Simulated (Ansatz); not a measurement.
Cost and result up the ladder for In5Sb4Cl3, a halide-capped cluster cut from zinc blende InSb (3 Cl on the cations) (12 atoms). Charge 0, multiplicity 1. Geometry: r2SCAN-D4/def2-SVP.

```xyz
12

In    1.822    1.113   -1.153
In    0.591   -2.037   -1.189
In    0.271   -0.137    2.093
In   -0.875    2.570    0.383
In   -2.395   -1.294    0.319
Sb    2.497   -0.988    0.635
Sb    0.213    3.126   -2.052
Sb   -1.945   -2.372   -2.141
Sb   -2.365    0.896    2.132
Cl    1.929   -0.712   -3.078
Cl    1.138    2.489    2.071
Cl   -0.882   -2.654    1.981
```

Ansatz on 2 threads of AMD EPYC 7R13 on a shared host and a share (18 GiB) of an NVIDIA H100 80GB HBM3. Times are rough, and most runs start from the orbitals of an earlier one. ωB97M-V/def2-TZVP serves as the yardstick here, not as an exact answer. Differences are given only for rows in sets of like size (and for xTB, whose basis is part of the method), since another set adds its own error. Binding counts from free atoms at the same level (In doublet, Sb quartet, Cl doublet; other spins of the atoms weren't run), without zero-point energy or a counterpoise term.

In the def2 sets In, Sb take a core potential; there is no spin–orbit coupling. B3LYP takes the VWN-RPA correlation. Correlated methods freeze 51 core orbitals; core or outer-core shells of In, Sb are correlated, in sets that lack core-valence functions. Single mean-field runs in def2-TZVP are fitted with def2-universal-jkfit.

Correlated methods converge slowly with the basis.

```tsv
level	functions	wall time	binding energy per atom (eV)	difference from ωB97M-V/def2-TZVP (eV)
PBE-D4/def2-SVP	288	5.5 s	2.41	–
B3LYP-D4/def2-TZVP	561	7 s	2.23	0.00
PBE0-D4/def2-SVP	288	8 s	2.31	–
PBE-D4/def2-TZVP (with forces)	561	9 s	2.40	0.18
ωB97M-V/def2-TZVP	561	9.5 s	2.23	0.00
PBE0-D4/def2-TZVP	561	11 s	2.31	0.09
r2SCAN-D4/def2-TZVP	561	13 s	2.32	0.09
MP2/def2-TZVP	561	13 s	2.33	0.11
RPA@PBE/def2-TZVP	561	18 s	2.05	-0.18
B2PLYP/def2-TZVP (with forces)	561	23 s	2.17	-0.06
```
